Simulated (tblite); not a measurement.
C₄H₄F₄.
Atom-mapped SMILES: `[CH3:1][C@H:2]([F:3])[C:4]([F:5])=[C:6]([F:7])[F:8]` (hydrogens: H9, H10, H11 on C1; H12 on C2)

A start from a force field or distance geometry was refined with GFN2-xTB geometry optimisation, gas phase (tblite 0.8.0). Values at the start:

```json
{"coordinate": "C1–C2", "start": "1.516 Å"}
{"coordinate": "C1–H9", "start": "1.102 Å"}
{"coordinate": "C2–F3", "start": "1.351 Å"}
{"coordinate": "C2–C4", "start": "1.490 Å"}
{"coordinate": "C2–H12", "start": "1.114 Å"}
{"coordinate": "C4–F5", "start": "1.385 Å"}
{"coordinate": "C4=C6", "start": "1.342 Å"}
{"coordinate": "C6–F7", "start": "1.364 Å"}
{"coordinate": "C6–F8", "start": "1.372 Å"}
{"coordinate": "C1–C2–C4", "start": "109.6°"}
{"coordinate": "C2–C4–F5", "start": "122.3°"}
{"coordinate": "C2–C4–C6", "start": "119.6°"}
{"coordinate": "F3–C2–C4", "start": "108.0°"}
{"coordinate": "C4–C6–F7", "start": "121.2°"}
{"coordinate": "C4–C6–F8", "start": "120.6°"}
{"coordinate": "F5–C4–C6", "start": "118.1°"}
{"coordinate": "F7–C6–F8", "start": "118.2°"}
{"coordinate": "C1–C2–C4–F5", "start": "-60°"}
```

Q: How do these coordinates change at the GFN2-xTB level?

A: 
| coordinate | GFN2-xTB (Å or °) | change |
| --- | --- | --- |
| C6–F8 | 1.321 | -0.051 |
| C6–F7 | 1.321 | -0.043 |
| C4–F5 | 1.345 | -0.040 |
| C2–F3 | 1.379 | +0.028 |
| C2–C4 | 1.507 | +0.017 |
| C2–H12 | 1.098 | -0.016 |
| C1–H9 | 1.087 | -0.015 |
| C4=C6 | 1.328 | -0.014 |
| C1–C2 | 1.523 | +0.007 |
| F7–C6–F8 | 110.9 | -7.3 |
| C2–C4–F5 | 115.1 | -7.2 |
| C2–C4–C6 | 125.8 | +6.2 |
| C4–C6–F7 | 125.6 | +4.4 |
| C1–C2–C4 | 112.6 | +3.0 |
| C4–C6–F8 | 123.5 | +2.9 |
| F3–C2–C4 | 109.1 | +1.1 |
| F5–C4–C6 | 119.1 | +1.0 |
| C1–C2–C4–F5 | -108 | -48 |

The energy falls by 60.6 kJ/mol over 96 L-BFGS steps, the largest force on an atom goes from 2.64 to 0.009 eV/Å, and the atoms move by 0.616 Å rms after alignment. The bond that changes most is C6–F8 (=CF2 carbon to vinyl fluorine), which shortens by 0.051 Å. Bonds longer at the end by more than 0.005 Å: 3 of 11; shorter: 8. Among the dihedrals that turn most is F3–C2–C4–C6, from 0° to -50°. Rotational constants go from 2758, 1772, 1161 to 2741, 1581, 1240 MHz.

Time: 0.74 s. Hardware: Arm Neoverse N1, one thread, on a shared host.

Its GFN2-xTB frequencies are all real (lowest 36 cm⁻¹). One conformer, not necessarily the lowest.

The numbers are calculated, not measured.
